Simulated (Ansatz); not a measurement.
Zn₂Cl₅⁻, relaxed as a singlet with RKS PBE-D4/def2-SVPD in Ansatz, starting from the GFN1-xTB geometry. Force threshold 0.02 eV/Å.

The structure comes from a short search, and lower isomers may exist.

Start:

```
atom   x (Å)   y (Å)   z (Å)
 Zn1   2.066   0.809   0.208
 Zn2  -2.064  -0.817  -0.212
 Cl3   0.014  -0.033  -0.031
 Cl4   2.738   1.183   2.196
 Cl5   3.172   1.160  -1.583
 Cl6  -2.289  -2.922  -0.487
 Cl7  -3.637   0.620  -0.092
```

| step | energy (eV) | largest force component (eV/Å) | SCF passes |
| --- | --- | --- | --- |
| 1 | -159391.8212 | 0.878 | 16 |
| 2 | -159392.0086 | 0.209 | 18 |
| 3 | -159392.0483 | 0.123 | 23 |
| 4 | -159392.0737 | 0.118 | 24 |
| 5 | -159392.1054 | 0.120 | 23 |
| 6 | -159392.1410 | 0.127 | 23 |
| 7 | -159392.1707 | 0.126 | 23 |
| 8 | -159392.1996 | 0.133 | 24 |
| 9 | -159392.2273 | 0.156 | 24 |
| 10 | -159392.2498 | 0.113 | 18 |
| 11 | -159392.2693 | 0.094 | 18 |
| 12 | -159392.2845 | 0.098 | 18 |
| 13 | -159392.3095 | 0.122 | 24 |
| 14 | -159392.3417 | 0.148 | 18 |
| 15 | -159392.3919 | 0.149 | 18 |
| 16 | -159392.4624 | 0.199 | 24 |
| 17 | -159392.5114 | 0.199 | 25 |
| 18 | -159392.5438 | 0.145 | 25 |
| 19 | -159392.5990 | 0.198 | 24 |
| 20 | -159392.6951 | 0.212 | 24 |
| 21 | -159392.8242 | 0.094 | 24 |
| 22 | -159392.8345 | 0.008 | 18 |
| 23 (rejected) | -159392.8344 | 0.026 | 19 |
| 24 | -159392.8346 | 0.008 | 19 |

Force components are those of the run's own axes.

End:

| atom | x (Å) | y (Å) | z (Å) |
| --- | --- | --- | --- |
| Zn1 | 0.987 | 0.905 | -0.352 |
| Zn2 | -0.986 | -0.905 | 0.353 |
| Cl3 | 0.727 | -1.297 | -1.295 |
| Cl4 | 0.659 | 0.005 | 1.859 |
| Cl5 | 2.554 | 2.345 | -0.918 |
| Cl6 | -2.557 | -2.344 | 0.908 |
| Cl7 | -1.383 | 1.291 | -0.555 |

Bonds formed: Zn1–Cl7, Zn2–Cl4 (atoms count from 1). Metal–metal contacts that move far: Zn1–Zn2 4.46 to 2.77 Å.

The force fell under the threshold at step 22, but the optimiser went on. No frequencies were taken in this run, so the end may be a saddle point.

Hardware: 4 threads of INTEL XEON PLATINUM 8581C on a shared host. Wall time 45 s.
